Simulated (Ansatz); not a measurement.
Born–Oppenheimer molecular dynamics of FH₅W (7 atoms, charge 0, multiplicity 1). It starts from a relaxed structure.

The calculation used Ansatz, RKS PBE0-D4/def2-SVP.

| Item | Value |
| --- | --- |
| ensemble | NVT, Langevin thermostat |
| time step | 0.5 fs |
| steps asked | 100 |
| set temperature | 1000 K |
| friction | 0.05 /fs |
| seed | 719359 |

First frame:

```xyz
7
Properties=species:S:1:pos:R:3
W 0.302 0.302 0.381
F -0.250 -0.257 2.096
H 1.615 -0.404 -0.426
H -0.422 1.610 -0.417
H -1.210 -0.081 -0.126
H -0.075 -1.212 -0.125
H 0.041 0.041 -1.254
```

(1) How far do the bonds stretch over the last three quarters of this one trajectory? (Pairs bonded in most of those frames.)

Answers

(1) 
| bond | mean (Å) | spread (Å) | shortest | longest |
| --- | --- | --- | --- | --- |
| W1–F2 | 1.945 | 0.062 | 1.83 | 2.01 |
| W1–H3 | 1.699 | 0.071 | 1.56 | 1.80 |
| W1–H4 | 1.725 | 0.099 | 1.57 | 1.89 |
| W1–H5 | 1.680 | 0.088 | 1.55 | 1.81 |
| W1–H6 | 1.698 | 0.106 | 1.48 | 1.86 |
| W1–H7 | 1.673 | 0.070 | 1.54 | 1.77 |

Mean temperature of the second half: 1056 K. A run of 0.05 ps of so small a system gives no equilibrium averages.

Run time: 4.3 min on 1 thread of Arm Neoverse V2, with other jobs on the host, peak memory 0.13 GiB.
